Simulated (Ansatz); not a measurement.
Predict a relaxed structure of Ga2H3, charge 0, doublet, at r2SCAN-D4/def2-TZVP (Ansatz).


```xyz
5

Ga   -0.1522    0.6964    1.2201
Ga    0.0324   -0.4678   -0.8280
H     0.3033    1.4258    2.5322
H    -0.1083   -2.0202   -0.7825
H    -0.0752    0.3658   -2.1417
```
Point group Cs (tolerance 0.1 Å). This is one stationary point.

The relaxation made no stability test and no search for a lower SCF solution. The structure comes from a short search, and lower isomers may exist.
